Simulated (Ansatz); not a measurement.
Cost and result for the atomization energy of CH$_{7}$FGe$_{2}$ (`F[CH2][GeH2][GeH3]`) (11 atoms, 10 bonds).

Cartesian coordinates in Å:
```
F -0.324 -1.742 1.433
C -1.183 -1.264 0.454
Ge -0.715 0.606 -0.002
Ge 1.655 0.753 -0.476
H -2.206 -1.331 0.833
H -1.091 -1.906 -0.426
H -1.552 1.009 -1.232
H -1.099 1.525 1.172
H 2.475 0.456 0.787
H 2.029 -0.267 -1.564
H 2.011 2.160 -0.981
```

Total charge 0; spin multiplicity 1. Correlated methods include outer-core shells of Ge, which these sets cover unevenly. Scalar relativity is left out up to krypton. The geometry is a stationary point of PBE0-D4/def2-TZVP. It is one conformer, not always the lowest. Program: Ansatz. Hardware: A = 2 threads of an AMD EPYC 7R13 on a shared host; B = 2 threads of an AMD EPYC 7R13 on a shared host and a share of an NVIDIA H100 80 GB. Times are those of one run each, without the atoms' runs, and a repeat can differ threefold. Electronic energies, without spin–orbit coupling; frozen cores. CCSD(T)/CBS adds CCSD(T) − MP2 in def2-TZVPP to the MP2 limit, and its time is that of the two runs behind it. T1 = 0.012. With those shells the extrapolation isn't a true limit. B3LYP takes the VWN-RPA correlation (the form of Gaussian; ORCA's B3LYP/G).

CCSD(T)/CBS is a level of theory with its own doubt, some kJ/mol a heavy atom from the limit and from the frozen cores, so smaller differences don't rank the functionals.

| level | functions | wall time | atomization (kcal/mol) | difference from CCSD(T)/CBS | per bond |
| --- | --- | --- | --- | --- | --- |
| PBE-D4/def2-TZVPP (with forces) [A] | 256 | 3.7 s | 790.7 | -1.6 | -0.2 |
| CCSD(T)/def2-TZVPP [B] | 256 | 4 s | 777.9 | -14.4 | -1.4 |
| MP2/def2-QZVPP [B] | 502 | 4.5 s | 783.9 | -8.4 | -0.8 |
| PBE0-D4/def2-TZVPP [A] | 256 | 6 s | 782.1 | -10.2 | -1.0 |
| r2SCAN-D4/def2-TZVPP (with forces) [A] | 256 | 7.5 s | 790.6 | -1.7 | -0.2 |
| CCSD(T)/CBS(def2) | – | 8.5 s | 792.3 | 0.0 | 0.0 |
| B2PLYP/def2-TZVPP [A] | 256 | 10 s | 777.2 | -15.1 | -1.5 |
| B3LYP-D4/def2-TZVPP (with forces) [A] | 256 | 10 s | 784.5 | -7.8 | -0.8 |
| ωB97X-V/def2-TZVPP [A] | 256 | 14 s | 794.3 | 2.0 | 0.2 |
| ωB97M-V/def2-TZVPP (with forces) [A] | 256 | 21 s | 784.4 | -7.9 | -0.8 |

In def2-TZVPP, CCSD(T) changes the Hartree–Fock value by +204.4 kcal/mol (the triples alone add +9.6 kcal/mol) and MP2 by +202.1 kcal/mol; breaking electron pairs costs correlation energy, which Hartree–Fock lacks. From PBE to PBE0 (25 % exact exchange), in def2-TZVPP and without D4, the atomization energy moves by −7.9 kcal/mol: exact exchange takes away binding that semilocal exchange gives to molecules. The D4 term adds +8.0 kcal/mol with B3LYP and +4.2 kcal/mol with PBE0; it sums over pairs of atoms, weighted by their polarisabilities, and B3LYP, whose exchange is more repulsive, gets the larger term.
